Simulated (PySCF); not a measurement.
PySCF input (M06-2X/6-31G* with LANL2DZ past Ar (5d)):

```python
from pyscf import gto, dft

mol = gto.M(
    atom='''
    C     2.84184500    0.28549300   -0.09654600
    C     1.43719000   -0.13264400    0.13210000
    O     1.15341200   -1.21067600    0.81160600
    O     0.48402300    0.53077500   -0.32113100
    Ge   -1.41342400    0.14917800   -0.13982100
    H     3.35369900    0.39967400    0.86236300
    H     3.36253500   -0.49131900   -0.66355900
    H     2.87112000    1.22116700   -0.64600300
    H     1.93586000   -1.68411200    1.13893100
    H    -1.60121200    0.17425400    1.37165400
    H    -1.93651100    1.34390000   -0.91892800
    H    -1.52962800   -1.21515500   -0.80732100
    ''',
    basis={'default': '6-31g*', 'Ge': 'lanl2dz'},
    ecp={'Ge': 'lanl2dz'},
    charge=1,
    spin=0,
    verbose=4,
)

mf = dft.RKS(mol, xc='m062x')
mf.grids.level = 4
mf.conv_tol = 1e-9
mf.max_cycle = 100
mf.max_memory = 1500
mf.kernel()
if not mf.converged:
    mf = mf.newton()
    mf.kernel(mf.make_rdm1())
mf.dip_moment()
```

From the output:

```
[INPUT] 11 H     -1.936511000000   1.343900000000  -0.918928000000 AA   -3.659475427208   2.539602938803  -1.736522248194 Bohr   0.0
[INPUT] 12 H     -1.529628000000  -1.215155000000  -0.807321000000 AA   -2.890577992466  -2.296310148896  -1.525615584610 Bohr   0.0

nuclear repulsion = 164.225952784362
number of shells = 42
number of NR pGTOs = 148
number of NR cGTOs = 78
basis = {'default': '6-31g*', 'Ge': 'lanl2dz'}
ecp = {'Ge': 'lanl2dz'}

******** <class 'pyscf.dft.rks.RKS'> ********
method = RKS
initial guess = minao
damping factor = 0
level_shift factor = 0
DIIS = <class 'pyscf.scf.diis.CDIIS'>
diis_start_cycle = 1
diis_space = 8
diis_damp = 0
SCF conv_tol = 1e-09
SCF conv_tol_grad = None
SCF max_cycles = 100
direct_scf = True
direct_scf_tol = 1e-13
XC library pyscf.dft.libxc version 7.1.2
    S. Lehtola, C. Steigemann, M. J. T. Oliveira, and M. A. L. Marques,  SoftwareX 7, 1–5 (2018)
XC functionals = m062x
    Y. Zhao and D. G. Truhlar,  Theor. Chem. Acc. 120, 215 (2008)
    Y. Zhao and D. G. Truhlar,  Theor. Chem. Acc. 120, 215 (2008)
radial grids:
    Treutler-Ahlrichs [JCP 102, 346 (1995); DOI:10.1063/1.469408] (M4) radial grids

becke partition: Becke, JCP 88, 2547 (1988); DOI:10.1063/1.454033
pruning grids: <function nwchem_prune>
grids dens level: 4
symmetrized grids: False
atomic radii adjust function: <function treutler_atomic_radii_adjust>
small_rho_cutoff = 0
Set gradient conv threshold to 3.16228e-05
Initial guess from minao.
tot grids = 253880
init E= -222.873044127157
  HOMO = -0.269116021934877  LUMO = -0.0325532326057321  gap/eV = 6.43720
cycle= 1 E= -234.051227497992  delta_E= -11.2  |g|= 0.864  |ddm|= 3.52
  HOMO = -0.578006932539969  LUMO = -0.231174571230534  gap/eV = 9.43779
cycle= 2 E= -234.109848438501  delta_E= -0.0586  |g|=  0.9  |ddm|= 1.42
  HOMO = -0.606826332293603  LUMO = -0.197907838512809  gap/eV = 11.12724
cycle= 3 E= -234.252422129848  delta_E= -0.143  |g|= 0.144  |ddm|= 0.599
  HOMO = -0.582328738407337  LUMO = -0.184880985261962  gap/eV = 10.81510
cycle= 4 E= -234.256741819873  delta_E= -0.00432  |g|= 0.0489  |ddm|= 0.15
  HOMO = -0.58260108768917  LUMO = -0.185175893412882  gap/eV = 10.81449
cycle= 5 E= -234.257156473003  delta_E= -0.000415  |g|= 0.0149  |ddm|= 0.0385
  HOMO = -0.583176831820244  LUMO = -0.18469468657802  gap/eV = 10.84325
cycle= 6 E= -234.257198512585  delta_E= -4.2e-05  |g|= 0.00304  |ddm|= 0.0118
  HOMO = -0.583313438711295  LUMO = -0.184629563243583  gap/eV = 10.84874
cycle= 7 E= -234.257200599888  delta_E= -2.09e-06  |g|= 0.000994  |ddm|= 0.00292
  HOMO = -0.583323810283895  LUMO = -0.184653629822783  gap/eV = 10.84837
cycle= 8 E= -234.257200859456  delta_E= -2.6e-07  |g|= 0.000197  |ddm|= 0.00111
  HOMO = -0.583331156225278  LUMO = -0.184634348582826  gap/eV = 10.84909
cycle= 9 E= -234.257200871437  delta_E= -1.2e-08  |g|= 3.86e-05  |ddm|= 0.000254
  HOMO = -0.583332964866283  LUMO = -0.184644597806745  gap/eV = 10.84886
cycle= 10 E= -234.257200871936  delta_E= -4.99e-10  |g|= 1.76e-05  |ddm|= 6.63e-05
  HOMO = -0.583333487046578  LUMO = -0.18463725298696  gap/eV = 10.84908
Extra cycle  E= -234.257200871979  delta_E= -4.3e-11  |g|= 1.34e-05  |ddm|= 2.73e-05
converged SCF energy = -234.257200871979

WARN: System has nonzero charge 1; the dipole moment is origin-dependent.
Location of origin: [0. 0. 0.]

Dipole moment(X, Y, Z, Debye):  4.18216, -1.48017,  1.05570
```

The dipole moment of an ion depends on the origin.

The geometry given is a B3LYP-D3(BJ)/def2-TZVP minimum.
